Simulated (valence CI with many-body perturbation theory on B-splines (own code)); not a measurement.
Au LXVII: calculated level list

Method: relativistic CI+MBPT: three valence electrons over a frozen Dirac-Fock core [Ne], a basis of 11 s, 11 p, 9 d, 7 f, 5 g, 2 h, 1 i functions for each j, with the one-electron correlation potential Σ1 (screened to all orders), the two-electron term Σ2, the three-electron term Σ3, Breit, model QED; selected single and double excitations, second order for the rest (own B-spline code, finite nucleus).

No measured spectrum was set against this ion. As an estimate, large intervals hold to a few tenths of a per cent, small ones and those within an open d or f shell to about a per cent.

Levels 46 to 68 of 68, with energies above the lowest level, (3s^2 3p1/2) J=1/2. "Leading %" is the weight of the configuration and term that name the level; weights of strongly mixed levels are sums over their largest components and can fall short. In the jj column 3d3/2^4 stands for four electrons in 3d with j = 3/2.

```csv
No.,Configuration,Term,J,E (Ry),Leading %,Leading jj,Second component,g
46,3p2.3d,2D,3/2,118.88,32,3p1/2 3p3/2 3d3/2 (79 %),18 % 3p2.3d 4P,1.056
47,3p2.3d,2D,5/2,118.97,30,3p1/2 3p3/2 3d3/2 (84 %),22 % 3p2.3d 4F,1.122
48,3p2.3d,4P,1/2,119.26,31,3p1/2 3p3/2 3d3/2 (85 %),30 % 3p2.3d 2P,1.684
49,3s.3d2,4F,3/2,121.01,67,3s 3d3/2^2 (78 %),14 % 3s.3d2 2D,0.596
50,3s.3d2,4F,5/2,122.15,41,3s 3d3/2^2 (76 %),21 % 3s.3d2 2D,1.062
51,3s.3d2,4P,1/2,123.69,54,3s 3d3/2^2 (83 %),26 % 3s.3d2 2S,2.202
52,3p2.3d,4D,7/2,124.59,48,3p1/2 3p3/2 3d5/2 (98 %),32 % 3p2.3d 4F,1.294
53,3p2.3d,2G,9/2,125.18,58,3p1/2 3p3/2 3d5/2 (90 %),32 % 3p2.3d 4F,1.169
54,3p2.3d,2P,3/2,125.51,50,3p1/2 3p3/2 3d5/2 (94 %),21 % 3p2.3d 4P,1.324
55,3p2.3d,2D,5/2,125.83,44,3p1/2 3p3/2 3d5/2 (90 %),19 % 3p2.3d 2F,1.115
56,3p2.3d,2F,7/2,126.77,48,3p1/2 3p3/2 3d5/2 (76 %),18 % 3p2.3d 4F,1.130
57,3p2.3d,4P,5/2,126.95,42,3p1/2 3p3/2 3d5/2 (93 %),24 % 3p2.3d 2F,1.258
58,3p2.3d,2P,1/2,127.78,44,3p1/2 3p3/2 3d5/2 (84 %),35 % 3p2.3d 2S,1.226
59,3p2.3d,2D,3/2,128.10,58,3p1/2 3p3/2 3d5/2 (92 %),14 % 3p2.3d 4D,0.942
60,3s.3d2,4F,7/2,129.00,75,3s 3d3/2 3d5/2 (79 %),11 % 3p2.3d 2F,1.183
61,3s.3d2,4F,5/2,129.04,48,3s 3d3/2 3d5/2 (96 %),24 % 3s.3d2 4P,1.167
62,3s.3d2,4P,3/2,129.54,83,3s 3d3/2 3d5/2 (99 %),9 % 3s.3d2 2D,1.540
63,3s.3d2,2G,9/2,130.28,58,3s 3d3/2 3d5/2 (88 %),33 % 3s.3d2 4F,1.177
64,3s.3d2,2F,5/2,130.86,48,3s 3d3/2 3d5/2 (84 %),29 % 3s.3d2 4P,1.119
65,3s.3d2,2G,7/2,130.88,72,3s 3d3/2 3d5/2 (94 %),21 % 3s.3d2 2F,0.951
66,3s.3d2,2P,3/2,131.32,36,3s 3d3/2 3d5/2 (84 %),31 % 3s.3d2 2D,1.073
67,3s.3d2,2P,1/2,132.08,56,3s 3d3/2 3d5/2 (80 %),24 % 3s.3d2 4P,1.217
68,3p.3d2,4G°,5/2,132.63,52,3p1/2 3d3/2^2 (100 %),36 % 3p.3d2 2F°,0.735
```
